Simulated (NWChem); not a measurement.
System: bromine monochloride (BrCl); SMILES ClBr

```xyz
2

Cl     0.0000     0.0000     1.4518
Br     0.0000     0.0000    -0.7127
```
Atoms are numbered in this order, from 1.

All runs: NWChem. Structure relaxed at the PBE0/def2-SVP level. Level: PBE0/def2-SVP with SMD (1 M gas to 1 M solution), gas-phase geometry.

### Question
Predict the results for solvent n-hexane. Quantities: solvation free energy (kcal/mol); cavity-dispersion-structure term (kcal/mol); dipole in solution (D).

### Answer
- solvation free energy (kcal/mol): -3.1
- cavity-dispersion-structure term (kcal/mol): -3.0
- dipole in solution (D): 0.57
